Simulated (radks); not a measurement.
Question: Species: Nd15+. Configuration: [Kr] 4d8 5f1 (not the ground configuration). All-electron calculation, Dirac Kohn-Sham, PBE, spin-unpolarised, spherical densities, point nucleus; open shells fill j = l - 1/2 first. Program: a radial shooting solver on a logarithmic mesh with Libxc functionals. Some entries of the table are withheld. Estimate them.

orbital  occ.  eigenvalue (Ry)  <r> (bohr)  r(max) (bohr)
1s1/2       2        -3211.997     0.02363        0.01509
2s1/2       2        -540.0488      0.1005        0.08564
2p1/2       2        -512.2355         (1)        0.06508
2p3/2       4        -474.0049         (2)        0.07052
3s1/2       2        -136.3033      0.2655         0.2438
3p1/2       2        -124.4486      0.2551         0.2306
3p3/2       4        -116.7857      0.2675         0.2423
3d3/2       4        -96.18543      0.2387         0.1939
3d5/2       6        -94.52738      0.2426         0.1972
4s1/2       2        -45.20602      0.5888         0.5575
4p1/2       2        -40.62596      0.5992         0.5626
4p3/2       4        -38.80065      0.6227         0.5854
4d3/2       4        -31.18406      0.6450         0.5914
4d5/2       4        -30.83350      0.6522         0.5983
5f5/2       1              (3)       1.501          1.488
5f7/2       0              (4)       1.505          1.492

Answer: 
(1) 2p1/2 <r> (bohr): 0.08421
(2) 2p3/2 <r> (bohr): 0.09062
(3) 5f5/2 eigenvalue (Ry): -12.29179
(4) 5f7/2 eigenvalue (Ry): -12.27058
